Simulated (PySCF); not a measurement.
PySCF job for Sn(H)(F)2(Me) (CH4F2Sn), SMILES [CH3][SnH]([F])[F], TDA-ωB97X/def2-SVPD. Geometry: PBE0-D3(BJ)/def2-SVP. The def2 effective core potentials stand for the cores of Sn; spin–orbit coupling is left out.

```python
import numpy as np
from pyscf import gto, scf, dft, tdscf

mol = gto.M(
    atom='''
    Sn    0.03838943    0.25247458    0.00000000
    C    -1.97971720   -0.40803011    0.00000002
    F     0.90919291   -0.58114978   -1.51468599
    F     0.90919295   -0.58114978    1.51468598
    H     0.53528167    1.88322941   -0.00000001
    H    -2.67389011    0.44255302    0.00000002
    H    -2.13401631   -1.02031736    0.89871523
    H    -2.13401633   -1.02031736   -0.89871519
    ''',
    basis='def2-SVPD',
    ecp={'Sn': 'def2-svp'},
    charge=0,
    spin=0,
    symmetry=True,
    max_memory=1600,
    verbose=4,
)
mf = dft.RKS(mol, xc='wb97x').density_fit(auxbasis='def2-universal-jkfit')
mf.grids.level = 3
mf.conv_tol = 1e-9
mf.max_cycle = 100
mf.kernel()
mf.grids = dft.Grids(mol).set(level=1).build(with_non0tab=True)  # coarser grid for the response kernel
td = tdscf.TDA(mf)
td.singlet = True
td.nstates = 10
td.conv_tol = 1e-4
td.kernel(x0=td.get_init_guess(mf, 15))
td.analyze()
tt = tdscf.TDA(mf)
tt.singlet = False
tt.nstates = 4
tt.conv_tol = 1e-4
tt.kernel(x0=tt.get_init_guess(mf, 9))
tt.analyze(verbose=3)
```

Log of the run:

```
PySCF version 2.14.0

[INPUT] verbose = 4
[INPUT] num. atoms = 8
[INPUT] num. electrons = 50
[INPUT] charge = 0
[INPUT] spin (= nelec alpha-beta = 2S) = 0
[INPUT] symmetry True subgroup None
[INPUT] Mole.unit = angstrom
[INPUT] Symbol           X                Y                Z      unit          X                Y                Z       unit  Magmom
[INPUT]  1 Sn     0.038389430000   0.252474580000   0.000000000000 AA    0.072545508778   0.477107809615   0.000000000000 Bohr   0.0
[INPUT]  2 C     -1.979717200000  -0.408030110000   0.000000020000 AA   -3.741123312091  -0.771065158476   0.000000037795 Bohr   0.0
[INPUT]  3 F      0.909192910000  -0.581149780000  -1.514685990000 AA    1.718125594296  -1.098213921551  -2.862341685816 Bohr   0.0
[INPUT]  4 F      0.909192950000  -0.581149780000   1.514685980000 AA    1.718125669885  -1.098213921551   2.862341666918 Bohr   0.0
[INPUT]  5 H      0.535281670000   1.883229410000  -0.000000010000 AA    1.011535755800   3.558787814626  -0.000000018897 Bohr   0.0
[INPUT]  6 H     -2.673890110000   0.442553020000   0.000000020000 AA   -5.052919995083   0.836304003399   0.000000037795 Bohr   0.0
[INPUT]  7 H     -2.134016310000  -1.020317360000   0.898715230000 AA   -4.032706371255  -1.928120370539   1.698325648675 Bohr   0.0
[INPUT]  8 H     -2.134016330000  -1.020317360000  -0.898715190000 AA   -4.032706409049  -1.928120370539  -1.698325573086 Bohr   0.0

nuclear repulsion = 214.619567383483
point group symmetry = Cs
symmetry origin: [-9.69090312e-10  2.42272675e-10  1.93818066e-09]
symmetry axis x: [1.00000000e+00 1.94061106e-09 8.23725338e-09]
symmetry axis y: [ 1.94061108e-09 -1.00000000e+00 -1.76919016e-09]
symmetry axis z: [ 8.23725338e-09  1.76918997e-09 -1.00000000e+00]
num. orbitals of irrep A' = 79
num. orbitals of irrep A" = 51
number of shells = 54
number of NR pGTOs = 203
number of NR cGTOs = 130
basis = def2-SVPD
ecp = {'Sn': 'def2-svp'}


[settings echo left out]
init E= -430.554101023321
HOMO (A') = -0.804850159506969  LUMO (A') = -0.609447610255089  gap/eV = 5.31717
cycle= 1 E= -453.447738185508  delta_E= -22.9  |g|= 2.17  |ddm|= 8.86
HOMO (A") = -0.258085516308938  LUMO (A') = 0.0411391511203654  gap/eV = 8.14232
cycle= 2 E= -454.068116961612  delta_E= -0.62  |g|= 1.41  |ddm|= 7.39
HOMO (A') = -0.401240861264093  LUMO (A') = 0.0504294761642035  gap/eV = 12.29058
cycle= 3 E= -454.367289759429  delta_E= -0.299  |g|= 0.153  |ddm|= 1.78
HOMO (A') = -0.427615660139036  LUMO (A') = 0.0427235579577368  gap/eV = 12.79858
cycle= 4 E= -454.369789306971  delta_E= -0.0025  |g|= 0.12  |ddm|= 0.248
HOMO (A') = -0.430298812005862  LUMO (A') = 0.0441801808352694  gap/eV = 12.91123
cycle= 5 E= -454.372210854598  delta_E= -0.00242  |g|= 0.0147  |ddm|= 0.0917
HOMO (A') = -0.4280969748283  LUMO (A') = 0.0454834524210074  gap/eV = 12.88678
cycle= 6 E= -454.372262258068  delta_E= -5.14e-05  |g|= 0.00514  |ddm|= 0.0194
HOMO (A') = -0.42879650973881  LUMO (A') = 0.0451767674441452  gap/eV = 12.89747
cycle= 7 E= -454.372271626438  delta_E= -9.37e-06  |g|= 0.000824  |ddm|= 0.0117
HOMO (A') = -0.428813740352648  LUMO (A') = 0.0451423675870995  gap/eV = 12.89700
cycle= 8 E= -454.372271990353  delta_E= -3.64e-07  |g|= 0.000154  |ddm|= 0.00226
HOMO (A') = -0.428799897155805  LUMO (A') = 0.0451564771583702  gap/eV = 12.89701
cycle= 9 E= -454.372272009562  delta_E= -1.92e-08  |g|= 3.06e-05  |ddm|= 0.000685
HOMO (A') = -0.428800840257928  LUMO (A') = 0.0451569897177995  gap/eV = 12.89705
cycle= 10 E= -454.372272010576  delta_E= -1.01e-09  |g|= 6.57e-06  |ddm|= 0.000134
HOMO (A') = -0.428800851927889  LUMO (A') = 0.0451567918966405  gap/eV = 12.89704
cycle= 11 E= -454.37227201062  delta_E= -4.35e-11  |g|= 1.74e-06  |ddm|= 2.9e-05
HOMO (A') = -0.428800795062266  LUMO (A') = 0.0451567823187068  gap/eV = 12.89704
Extra cycle  E= -454.372272010621  delta_E= -1.25e-12  |g|= 6.42e-07  |ddm|= 5.81e-06
converged SCF energy = -454.372272010621
tot grids = 33696


******** <class 'pyscf.tdscf.rks.TDA'> for <class 'pyscf.df.df_jk.DFSymAdaptedRKS'> ********
nstates = 10 singlet
deg_eia_thresh = 1.000e-03
wfnsym = None
conv_tol = 0.0001
eigh lindep = 1e-12
eigh level_shift = 0
eigh max_cycle = 100


Excitation energies (eV)
[7.65298384 7.89814077 8.58595233 8.60559276 8.78866287 8.86089705
 9.23327526 9.29917385 9.43662547 9.64597106]

** Singlet excitation energies and oscillator strengths **
Excited State   1:   A"      7.65298 eV    162.01 nm  f=0.0004
      22 -> 26        0.12082
      25 -> 27        0.68230
Excited State   2:   A'      7.89814 eV    156.98 nm  f=0.0783
      21 -> 26        0.12078
      25 -> 26       -0.45277
      25 -> 28        0.48013
Excited State   3:   A'      8.58595 eV    144.40 nm  f=0.6267
      24 -> 26        0.15994
      25 -> 26        0.47681
      25 -> 28        0.45355
Excited State   4:   A"      8.60559 eV    144.07 nm  f=0.0024
      20 -> 27       -0.11311
      23 -> 26        0.51806
      23 -> 28       -0.23985
      24 -> 27        0.33366
Excited State   5:   A'      8.78866 eV    141.07 nm  f=0.1302
      20 -> 26       -0.24753
      20 -> 28        0.11516
      21 -> 26       -0.13055
      23 -> 27        0.27249
      24 -> 26        0.45025
      24 -> 28       -0.25040
      25 -> 28       -0.12752
Excited State   6:   A"      8.86090 eV    139.92 nm  f=0.0002
      21 -> 27       -0.17749
      22 -> 26        0.56394
      22 -> 28       -0.29671
      25 -> 27       -0.12837
Excited State   7:   A'      9.23328 eV    134.28 nm  f=0.0416
      21 -> 26        0.32423
      22 -> 27       -0.28764
      23 -> 27       -0.42570
      24 -> 26        0.23140
      24 -> 28       -0.14549
      25 -> 28       -0.10023
Excited State   8:   A'      9.29917 eV    133.33 nm  f=0.1462
      20 -> 26        0.16760
      21 -> 26       -0.13107
      22 -> 27        0.30776
      23 -> 27       -0.17844
      24 -> 26        0.13217
      25 -> 26       -0.11136
      25 -> 29        0.48622
Excited State   9:   A'      9.43663 eV    131.39 nm  f=0.0345
      20 -> 26        0.12901
      21 -> 26       -0.15210
      22 -> 27        0.29821
      23 -> 27       -0.24061
      24 -> 28       -0.27049
      25 -> 29       -0.42686
      25 -> 30       -0.14259
Excited State  10:   A"      9.64597 eV    128.53 nm  f=0.2413
      19 -> 28        0.10339
      20 -> 27       -0.21036
      21 -> 27       -0.13451
      22 -> 28        0.10404
      23 -> 26        0.27675
      24 -> 27       -0.55164

** Transition electric dipole moments (AU) **
state          X           Y           Z        Dip. S.      Osc.
  1        -0.0000      0.0000     -0.0472      0.0022      0.0004
  2        -0.4720     -0.4266      0.0000      0.4047      0.0783
  3         1.5552      0.7489     -0.0000      2.9793      0.6267
  4        -0.0000      0.0000     -0.1057      0.0112      0.0024
  5         0.1531     -0.7624      0.0000      0.6046      0.1302
  6        -0.0000     -0.0000     -0.0297      0.0009      0.0002
  7         0.2173     -0.3697      0.0000      0.1839      0.0416
  8        -0.1643     -0.7841      0.0000      0.6418      0.1462
  9         0.3343      0.1936     -0.0000      0.1492      0.0345
 10         0.0000      0.0000     -1.0104      1.0209      0.2413

WARN: ECP detected. Skipping calculation of transition velocity and magnetic dipole moments, which have not yet been implemented.



******** <class 'pyscf.tdscf.rks.TDA'> for <class 'pyscf.df.df_jk.DFSymAdaptedRKS'> ********
nstates = 4 triplet
deg_eia_thresh = 1.000e-03
wfnsym = None
conv_tol = 0.0001
eigh lindep = 1e-12
eigh level_shift = 0
eigh max_cycle = 100


Excitation energies (eV)
[6.58212438 7.33096104 7.74091272 7.85496627]

** Triplet excitation energies and oscillator strengths **
Excited State   1:   A'      6.58212 eV    188.37 nm  f=0.0000
Excited State   2:   A"      7.33096 eV    169.12 nm  f=0.0000
Excited State   3:   A'      7.74091 eV    160.17 nm  f=0.0000
Excited State   4:   A'      7.85497 eV    157.84 nm  f=0.0000
```

The run converged.

Cost: very roughly 2.3 core-minutes.
